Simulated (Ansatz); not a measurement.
HCl, charge +1, doublet, geometry from GFN2-xTB (a state made from the parent by changing its charge; the spin is typed, not shown lowest). Base run: PBE/def2-TZVP (Ansatz, a program for electronic structure).

Geometry (Å):
```xyz
2

Cl     0.0000     0.0000    -0.0739
H      0.0000     0.0000     1.2571
```
Charge +1, spin multiplicity 2.
Orbitals are unrestricted.
All else is at Ansatz's defaults.

Variants of this job, named by their change:

```csv
change,E (Eh),SCF-reference <S^2>
base,-460.16162,0.754
functional = r2scan,-460.31923,0.757
functional = cam_b3lyp,-460.36371,0.754
functional = b3lyp5,-460.30241,0.754
functional = pbe0,-460.19942,0.755
functional = wB97X-V,-460.28060,0.753
functional = hse06,-460.19165,0.755
functional = SVWN5,-458.84441,0.752
functional = hf,-459.67495,0.762
functional = b3lyp; dispersion = d4,-460.36791,0.754
functional = PBE-QIDH,-460.11340,0.758
functional = revpbe,-460.27233,0.754
functional = B2PLYP,-460.22060,0.756
```

Total energies compare only within one method and basis.
